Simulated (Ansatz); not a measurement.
Reactions of `NC[Se][SiH3]`.

Calculated with Ansatz (gas phase, PBE0-D4/def2-TZVP geometries, no zero-point term in ΔE). CBS: MP2 limit from def2 TZ/QZ plus the TZ coupled-cluster correction, frozen cores. This one scheme is used for every species, atoms too. DFT in def2-TZVPP. B3LYP here is the variant with VWN-RPA as its local correlation; programs differ in this. Open shells (•) are unrestricted, without spin–orbit coupling. Spin–orbit coupling would lower the free atoms: a little for C, Si; clearly for Se. For Se outer-core shells are correlated without core-valence functions, so the limit isn't a true one: a few kJ/mol of doubt a bond, and 10 to 20 or more in all where bonds break to atoms. Scalar relativity is left out up to krypton. One conformer a species, not always the lowest.

```json
{"reaction": "`NC[Se][SiH3]` + CH₄ → `C[Se]CN` + SiH₄", "CCSD(T)/CBS(def2) (eV)": "1.09"}
{"reaction": "`NC[Se][SiH3]` + `CC` → `CC[Se][SiH3]` + CH₃NH₂", "CCSD(T)/CBS(def2) (eV)": "0.09"}
{"reaction": "`NC[Se][SiH3]` + H₂ → `[SiH3][SeH]` + CH₃NH₂", "CCSD(T)/CBS(def2) (eV)": "-0.55"}
{"reaction": "`NC[Se][SiH3]` + `O=C[SiH](O)Cl` → `O=C[SiH](Cl)O[SiH3]` + `NC[SeH]`", "CCSD(T)/CBS(def2) (eV)": "-0.34"}
{"reaction": "`NC[Se][SiH3]` + `NBS` → `NB[Se][SiH3]` + `NCS`", "CCSD(T)/CBS(def2) (eV)": "0.19"}
{"reaction": "`NC[Se][SiH3]` + CH₃OH → `COCN` + `[SiH3][SeH]`", "CCSD(T)/CBS(def2) (eV)": "0.08"}
{"reaction": "`NC[Se][SiH3]` + `CSB(O)F` → `C[Se]CN` + `OB(F)S[SiH3]`", "CCSD(T)/CBS(def2) (eV)": "?"}
{"reaction": "`NC[Se][SiH3]` + H₂ → `NC[SeH]` + SiH₄", "CCSD(T)/CBS(def2) (eV)": "?"}
{"reaction": "`NC[Se][SiH3]` + `BC=C` → `B/C=C/[Se][SiH3]` + CH₃NH₂", "CCSD(T)/CBS(def2) (eV)": "?"}
{"reaction": "`NC[Se][SiH3]` → C• + 7 H• + N• + Se• + Si•", "CCSD(T)/CBS(def2) (eV)": "36.91"}
```

Question: Fill in the missing values. (An estimate is asked.)

Answer: The calculation gave: `NC[Se][SiH3]` + `CSB(O)F` → `C[Se]CN` + `OB(F)S[SiH3]`: -0.09 eV; `NC[Se][SiH3]` + H₂ → `NC[SeH]` + SiH₄: +0.52 eV; `NC[Se][SiH3]` + `BC=C` → `B/C=C/[Se][SiH3]` + CH₃NH₂: -0.08 eV.

Largest T1 diagnostic: 0.014, for `O=C[SiH](O)Cl`.
